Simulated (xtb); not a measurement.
xtb input (GFN1-xTB):

```bash
xtb mol.xyz --gfn 1 --opt tight --chrg 0 --uhf 0
```
mol.xyz:
```
5

F     -1.19562153    -0.71725605    -1.11793989
C     -0.81861330    -0.05862440    -0.02669810
F     -1.26658812    -0.70990835     1.04189315
F     -1.36443748     1.15312184    -0.04875482
Br     1.12432869     0.08051798     0.03666865
```

End of the output:

```
   center of mass at/Å    :        0.0438897       0.0031431       0.0014314
  moments of inertia/u·Å² :        0.8716231E+02   0.2436274E+03   0.2436274E+03
rotational constants/cm⁻¹ :        0.1934051E+00   0.6919431E-01   0.6919431E-01

 * 4 selected distances

     #   Z          #   Z                                           value/Å
     1   9 F        2   6 C                                       1.3189908
     2   6 C        3   9 F                                       1.3189908
     2   6 C        4   9 F                                       1.3189908 (min)
     2   6 C        5  35 Br                                      1.9332859 (max)

 * 2 distinct bonds (by element types)

   Z      Z             #   av. dist./Å        max./Å        min./Å
   6 C    9 F           3     1.3189908     1.3189908     1.3189908
   6 C   35 Br          1     1.9332859     1.9332859     1.9332859

optimized geometry written to: xtbopt.xyz

           -------------------------------------------------
          | TOTAL ENERGY              -21.429310038830 Eh   |
          | GRADIENT NORM               0.000035994628 Eh/α |
          | HOMO-LUMO GAP               5.385632563926 eV   |
           -------------------------------------------------

------------------------------------------------------------------------
------------------------------------------------------------------------
 total:
 SCF:
 ANC optimizer:
```
